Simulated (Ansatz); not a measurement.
Ansatz (a program for electronic structure) input (B3LYP-D3(BJ)/def2-TZVP):

Ansatz 0.2 input:
```yaml
crystal:
  periodic: [false, false, false]
  atoms:
    - {symbol: In, position_ang: [-0.02967168, -0.00358786, 0.01269558]}
    - {symbol: H, position_ang: [1.17788858, -0.42135877, 1.27724158]}
    - {symbol: H, position_ang: [0.15846299, 1.70811810, -0.50352042]}
    - {symbol: H, position_ang: [0.11756071, -1.11095433, -1.39580469]}
basis:
  gaussian:
    orbitals: def2-TZVP
hamiltonian:
  xc: b3lyp
  dispersion: d3bj
total_charge: -1
magnetization: {spin_polarized: true, initial_magnetization: 1}
phonons: {temperatures: {t_min: 298.15, t_max: 298.15, t_step: 100}}
```

Output:

```
Functional definition: B3LYP
integrals: 0.01 GiB planned
597 factors; their error is unknown
mean field: 0.19 GiB planned
mean field evaluation 1: about -5223.3601 eV, gradient 1.4e1 eV
mean field evaluation 2: about -5223.4979 eV, gradient 1.3e1 eV
mean field evaluation 4: about -5224.1518 eV, gradient 1.5e-1 eV
mean field evaluation 8: about -5224.1912 eV, gradient 2.5e-2 eV
mean field evaluation 16: about -5224.1912 eV, gradient 2.9e-5 eV
mean field -5224.19121935 eV, -191.9854862273 hartree, gradient 2.9e-5 eV, S^2 0.750996; 0 other end points of the search recorded, 0 dependent functions left out
the calculation of the forces begins
reference -5224.19143698 eV, -191.9854942247 hartree; 13, 12 occupied and 55, 56 virtual orbitals, 597 factors
these checks for a lower state are left out or cut short: stability, starts, cluster_reference, orbital_swaps, neighbouring_geometries, increment
integrals: 0.01 GiB planned
597 factors; their error is unknown
mean field: 0.19 GiB planned
mean field -5224.19118296 eV, -191.9854848898 hartree, gradient 1.1e-6 eV, S^2 0.750996; 0 other end points of the search recorded, 0 dependent functions left out
the calculation of the forces begins
reference -5224.19140055 eV, -191.9854928862 hartree; 13, 12 occupied and 55, 56 virtual orbitals, 597 factors
these checks for a lower state are left out or cut short: stability, starts, cluster_reference, orbital_swaps, neighbouring_geometries, increment
integrals: 0.01 GiB planned
597 factors; their error is unknown
mean field: 0.19 GiB planned
mean field evaluation 32: about -5224.1912 eV, gradient 1.1e-6 eV
mean field -5224.19118473 eV, -191.9854849549 hartree, gradient 1.1e-6 eV, S^2 0.750995; 0 other end points of the search recorded, 0 dependent functions left out
the calculation of the forces begins
reference -5224.19140238 eV, -191.9854929533 hartree; 13, 12 occupied and 55, 56 virtual orbitals, 597 factors
these checks for a lower state are left out or cut short: stability, starts, cluster_reference, orbital_swaps, neighbouring_geometries, increment
integrals: 0.01 GiB planned
597 factors; their error is unknown
mean field: 0.19 GiB planned
mean field -5224.19119705 eV, -191.9854854074 hartree, gradient 1.6e-6 eV, S^2 0.750995; 0 other end points of the search recorded, 0 dependent functions left out
the calculation of the forces begins
reference -5224.19141462 eV, -191.9854934031 hartree; 13, 12 occupied and 55, 56 virtual orbitals, 597 factors
these checks for a lower state are left out or cut short: stability, starts, cluster_reference, orbital_swaps, neighbouring_geometries, increment
integrals: 0.01 GiB planned
597 factors; their error is unknown
mean field: 0.19 GiB planned
mean field -5224.19119127 eV, -191.9854851952 hartree, gradient 1.8e-6 eV, S^2 0.750997; 0 other end points of the search recorded, 0 dependent functions left out
the calculation of the forces begins
reference -5224.19140894 eV, -191.9854931943 hartree; 13, 12 occupied and 55, 56 virtual orbitals, 597 factors
these checks for a lower state are left out or cut short: stability, starts, cluster_reference, orbital_swaps, neighbouring_geometries, increment
integrals: 0.01 GiB planned
597 factors; their error is unknown
mean field: 0.19 GiB planned
mean field -5224.19120860 eV, -191.9854858321 hartree, gradient 2.0e-6 eV, S^2 0.750997; 0 other end points of the search recorded, 0 dependent functions left out
the calculation of the forces begins
reference -5224.19142627 eV, -191.9854938312 hartree; 13, 12 occupied and 55, 56 virtual orbitals, 597 factors
these checks for a lower state are left out or cut short: stability, starts, cluster_reference, orbital_swaps, neighbouring_geometries, increment
integrals: 0.01 GiB planned
597 factors; their error is unknown
mean field: 0.19 GiB planned
mean field -5224.19120720 eV, -191.9854857806 hartree, gradient 1.7e-6 eV, S^2 0.750995; 0 other end points of the search recorded, 0 dependent functions left out
the calculation of the forces begins
reference -5224.19142477 eV, -191.9854937763 hartree; 13, 12 occupied and 55, 56 virtual orbitals, 597 factors
these checks for a lower state are left out or cut short: stability, starts, cluster_reference, orbital_swaps, neighbouring_geometries, increment
integrals: 0.01 GiB planned
597 factors; their error is unknown
mean field: 0.19 GiB planned
mean field -5224.19121389 eV, -191.9854860263 hartree, gradient 1.5e-6 eV, S^2 0.750996; 0 other end points of the search recorded, 0 dependent functions left out
the calculation of the forces begins
reference -5224.19143150 eV, -191.9854940235 hartree; 13, 12 occupied and 55, 56 virtual orbitals, 597 factors
these checks for a lower state are left out or cut short: stability, starts, cluster_reference, orbital_swaps, neighbouring_geometries, increment
integrals: 0.01 GiB planned
597 factors; their error is unknown
mean field: 0.19 GiB planned
mean field evaluation 64: about -5224.1912 eV, gradient 4.1e-2 eV
mean field -5224.19121697 eV, -191.9854861396 hartree, gradient 1.6e-6 eV, S^2 0.750996; 0 other end points of the search recorded, 0 dependent functions left out
the calculation of the forces begins
reference -5224.19143460 eV, -191.9854941373 hartree; 13, 12 occupied and 55, 56 virtual orbitals, 597 factors
these checks for a lower state are left out or cut short: stability, starts, cluster_reference, orbital_swaps, neighbouring_geometries, increment
integrals: 0.01 GiB planned
597 factors; their error is unknown
mean field: 0.19 GiB planned
mean field -5224.19120945 eV, -191.9854858632 hartree, gradient 8.1e-7 eV, S^2 0.750996; 0 other end points of the search recorded, 0 dependent functions left out
the calculation of the forces begins
reference -5224.19142711 eV, -191.9854938622 hartree; 13, 12 occupied and 55, 56 virtual orbitals, 597 factors
these checks for a lower state are left out or cut short: stability, starts, cluster_reference, orbital_swaps, neighbouring_geometries, increment
integrals: 0.01 GiB planned
597 factors; their error is unknown
mean field: 0.19 GiB planned
mean field -5224.19119978 eV, -191.9854855078 hartree, gradient 8.7e-7 eV, S^2 0.750996; 0 other end points of the search recorded, 0 dependent functions left out
the calculation of the forces begins
reference -5224.19141735 eV, -191.9854935036 hartree; 13, 12 occupied and 55, 56 virtual orbitals, 597 factors
these checks for a lower state are left out or cut short: stability, starts, cluster_reference, orbital_swaps, neighbouring_geometries, increment
integrals: 0.01 GiB planned
597 factors; their error is unknown
mean field: 0.19 GiB planned
mean field -5224.19118869 eV, -191.9854851005 hartree, gradient 1.8e-6 eV, S^2 0.750995; 0 other end points of the search recorded, 0 dependent functions left out
the calculation of the forces begins
reference -5224.19140628 eV, -191.9854930967 hartree; 13, 12 occupied and 55, 56 virtual orbitals, 597 factors
these checks for a lower state are left out or cut short: stability, starts, cluster_reference, orbital_swaps, neighbouring_geometries, increment
integrals: 0.01 GiB planned
597 factors; their error is unknown
mean field: 0.19 GiB planned
mean field -5224.19119770 eV, -191.9854854316 hartree, gradient 2.1e-6 eV, S^2 0.750996; 0 other end points of the search recorded, 0 dependent functions left out
the calculation of the forces begins
reference -5224.19141536 eV, -191.9854934302 hartree; 13, 12 occupied and 55, 56 virtual orbitals, 597 factors
these checks for a lower state are left out or cut short: stability, starts, cluster_reference, orbital_swaps, neighbouring_geometries, increment
integrals: 0.01 GiB planned
597 factors; their error is unknown
mean field: 0.19 GiB planned
mean field evaluation 96: about -5224.1912 eV, gradient 1.8e-2 eV
mean field -5224.19121560 eV, -191.9854860892 hartree, gradient 1.8e-6 eV, S^2 0.750996; 0 other end points of the search recorded, 0 dependent functions left out
the calculation of the forces begins
reference -5224.19143322 eV, -191.9854940867 hartree; 13, 12 occupied and 55, 56 virtual orbitals, 597 factors
these checks for a lower state are left out or cut short: stability, starts, cluster_reference, orbital_swaps, neighbouring_geometries, increment
integrals: 0.01 GiB planned
597 factors; their error is unknown
mean field: 0.19 GiB planned
mean field -5224.19121914 eV, -191.9854862195 hartree, gradient 1.7e-6 eV, S^2 0.750996; 0 other end points of the search recorded, 0 dependent functions left out
the calculation of the forces begins
reference -5224.19143676 eV, -191.9854942168 hartree; 13, 12 occupied and 55, 56 virtual orbitals, 597 factors
Total energy: -5224.25523617 eV, -191.9878388019 hartree
Atom 0 at    -0.029672    -0.003588     0.012696 Å, force    -0.000032    -0.000006     0.000011 eV/Å
Atom 1 at     1.177889    -0.421359     1.277242 Å, force     0.000007    -0.000001    -0.000015 eV/Å
Atom 2 at     0.158463     1.708118    -0.503520 Å, force     0.000011    -0.000009    -0.000007 eV/Å
Atom 3 at     0.117561    -1.110954    -1.395805 Å, force     0.000014     0.000016     0.000011 eV/Å
Dipole moment:    -0.114567    -0.013853     0.049020 e Å
Vibrations: 521.89 605.85 605.88 1512.10 1512.11 1513.22 cm⁻¹, zero-point energy 0.388756 eV
```
